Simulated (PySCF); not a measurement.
F⁺ (fluorine, charge +1) across methods

[He] 2s1 2p5, high-spin 3P determinant (an excited configuration). Calculation: PySCF 2.14, in def2-TZVPPD (6s4p3d1f, 40 functions); no relativity, point nucleus.

```json
{"method": "wB97M-V", "E (hartree)": "-98.3819", "mean ε 2s α (eV)": "-55.929", "mean ε 2p α (eV)": "-35.394", "mean ε 2p β (eV)": "-31.001", "Σ⟨r²⟩ (bohr²)": "7.446", "⟨S²⟩": "2.003"}
{"method": "PBE0", "E (hartree)": "-98.3205", "mean ε 2s α (eV)": "-53.599", "mean ε 2p α (eV)": "-33.035", "mean ε 2p β (eV)": "-28.286", "Σ⟨r²⟩ (bohr²)": "7.399", "⟨S²⟩": "2.003"}
{"method": "PBE", "E (hartree)": "-98.3357", "mean ε 2s α (eV)": "-49.242", "mean ε 2p α (eV)": "-30.094", "mean ε 2p β (eV)": "-26.315", "Σ⟨r²⟩ (bohr²)": "7.450", "⟨S²⟩": "2.002"}
{"method": "UHF", "E (hartree)": "-98.03881", "mean ε 2s α (eV)": "-65.986", "mean ε 2p α (eV)": "-41.200", "mean ε 2p β (eV)": "-32.812", "Σ⟨r²⟩ (bohr²)": "7.363", "⟨S²⟩": "2.009"}
{"method": "r2SCANh", "E (hartree)": "-98.3595", "mean ε 2s α (eV)": "-52.947", "mean ε 2p α (eV)": "-32.160", "mean ε 2p β (eV)": "-27.374", "Σ⟨r²⟩ (bohr²)": "7.362", "⟨S²⟩": "2.004"}
{"method": "B3LYP", "E (hartree)": "-98.4137", "mean ε 2s α (eV)": "-52.633", "mean ε 2p α (eV)": "-32.505", "mean ε 2p β (eV)": "-28.126", "Σ⟨r²⟩ (bohr²)": "7.428", "⟨S²⟩": "2.003"}
{"method": "r2SCAN", "E (hartree)": "-98.3671", "mean ε 2s α (eV)": "-51.478", "mean ε 2p α (eV)": "-31.093", "mean ε 2p β (eV)": "-26.623", "Σ⟨r²⟩ (bohr²)": "7.369", "⟨S²⟩": "2.004"}
{"method": "BHandHLYP", "E (hartree)": "-98.3673", "mean ε 2s α (eV)": "-57.756", "mean ε 2p α (eV)": "-35.889", "mean ε 2p β (eV)": "-30.293", "Σ⟨r²⟩ (bohr²)": "7.390", "⟨S²⟩": "2.004"}
```

Q: Estimate the same row for LDA.

A: E (hartree) = -97.7723; mean ε 2s α (eV) = -48.844; mean ε 2p α (eV) = -30.171; mean ε 2p β (eV) = -26.327; Σ⟨r²⟩ (bohr²) = 7.481; ⟨S²⟩ = 2.003.
